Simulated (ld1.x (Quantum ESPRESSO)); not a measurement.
## Which change was made? (As, RRKJ)

arsenic, norm-conserving RRKJ (Kleinman–Bylander form), made with ld1.x (Quantum ESPRESSO) 7.5 (LDA (PZ), scalar-relativistic). Core [Ar] 3d10, reference 4s1.5 4p3.5. Waves: 4p (bound): rc 2.15 bohr; 4d channel at -0.05 Ry: rc 1.95 bohr; 4s (bound): rc 1.35 bohr. Local part: the s channel. Core correction: a·sin(br)/r model core inside 1.00 bohr.

Cutoffs, loose and tight: the cutoffs (Ry, on a coarse ladder) from which the occupation-weighted sum of valence levels, in a spherical-Bessel basis at the reference potential, stays within 10 and 1 mRy of its value at 400 Ry. They do not see the model core or the augmentation charge, which bear on the density cutoff. Test errors are all-electron minus pseudo excitation energies from the reference, over the configurations 4s2 4p3; 4s2 4p2; 4s2 4p1; 4s1 4p0; 4s0 4p5; 4s2 4p2.5; 4s2 4p3.3 (two spin-polarised tests are not counted in the largest error); variants that change the core or the reference have their own tests.

The base gives: outcome: generated; cutoff, loose: 35 Ry; cutoff, tight: 80 Ry; bound ghosts: d; largest test error (meV): -225.

Problem. After one change the result is: outcome: generated; cutoff, loose: 35 Ry; cutoff, tight: 80 Ry; bound ghosts: d, p; largest test error (meV): -470. Which change was it?
A. wave 4p (bound): rc 2.15 bohr becomes 4p (bound): rc 3.20 bohr
B. all radii but the core radius scaled by about 1.28 (s 1.72, p 2.74, d 2.50 bohr)
C. type TM; local potential all-electron potential smoothed inside 1.55 bohr (lloc = -1)

Solution. A. The others give: type TM; local potential all-electron potential smoothed inside 1.55 bohr (lloc = -1) → outcome: generated; cutoff, loose: 35 Ry; cutoff, tight: 80 Ry; bound ghosts: none; largest test error (meV): -258 | all radii but the core radius scaled by about 1.28 (s 1.72, p 2.74, d 2.50 bohr) → outcome: generated; cutoff, loose: 30 Ry; cutoff, tight: 45 Ry; bound ghosts: p; largest test error (meV): -370.
